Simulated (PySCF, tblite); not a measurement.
Isomers of C7H12NP. Computed with GFN2-xTB (tblite): harmonic, unscaled wavenumbers at the GFN2-xTB geometry, gas phase. Errors from tens to a few hundred cm⁻¹ against measured bands are possible. One conformer each.

Electronic energies: PBE0/pcSseg-1 single points on the GFN2-xTB geometries (PySCF, gas phase).

```tsv
SMILES	electronic energy, lowest = 0 (kcal/mol)
C=CC1=C[P@]1(=N)C(C)C	69.4
CN=P1(C)C=CCC=C1	44.2
CCc1cn(CC)cp1	0.2
N#CCP1CCCCC1	2.1
CCP(C)n1cccc1	0.0
N#CCCP1CCCC1	6.0
CCP(CC#N)C1CC1	27.4
```

Q: How do GFN2-xTB zero-point energies change the relative energies?

A: 
```
               SMILES  ZPE (kcal/mol)  of it from modes above 1550 cm⁻¹  electronic (kcal/mol)  with ZPE, lowest = 0 (kcal/mol)  lowest mode (cm⁻¹)  rings
        CCP(C)n1cccc1           108.6                              54.6                    0.0                              0.0                  37      1
        CCc1cn(CC)cp1           110.7                              51.9                    0.2                              2.3                  25      1
         N#CCP1CCCCC1           110.1                              54.1                    2.1                              3.6                  68      1
         N#CCCP1CCCC1           109.9                              54.3                    6.0                              7.3                  44      1
       CCP(CC#N)C1CC1           107.8                              55.1                   27.4                             26.7                  46      1
     CN=P1(C)C=CCC=C1           106.7                              56.0                   44.2                             42.3                  33      1
C=CC1=C[P@]1(=N)C(C)C           106.0                              57.2                   69.4                             66.9                  35      1
```

The zero-point energies span 4.7 kcal/mol, from `C=CC1=C[P@]1(=N)C(C)C` to `CCc1cn(CC)cp1`. The order is unchanged.

Q: And how do the electronic energies of GFN2-xTB itself compare?

A: `CCP(C)n1cccc1` 0.0; `CCc1cn(CC)cp1` 3.0; `N#CCP1CCCCC1` 21.1; `N#CCCP1CCCC1` 25.0; `CCP(CC#N)C1CC1` 47.0; `CN=P1(C)C=CCC=C1` 44.6; `C=CC1=C[P@]1(=N)C(C)C` 85.0 kcal/mol, lowest = 0. Against the energies above, taken from the same isomer `CCP(C)n1cccc1`, the largest difference is 19.6 kcal/mol.

Q: What do entropy and thermal enthalpy add at 298.15 K and 1 bar (rigid rotor, harmonic oscillator, one conformer each)?

A: 
```csv
SMILES,point group,symmetry number,S (cal/(mol K)),H − H(0) (kcal/mol),ZPE + H − H(0) − TS (kcal/mol)
CCP(C)n1cccc1,C1,1,101.7,7.25,85.5
CCc1cn(CC)cp1,C1,1,102.0,7.06,87.4
N#CCP1CCCCC1,Cs,1,95.9,6.67,88.2
N#CCCP1CCCC1,C1,1,99.4,6.86,87.1
CCP(CC#N)C1CC1,C1,1,105.8,7.69,84.0
CN=P1(C)C=CCC=C1,C1,1,103.7,7.60,83.4
C=CC1=C[P@]1(=N)C(C)C,C1,1,107.1,8.09,82.1
```
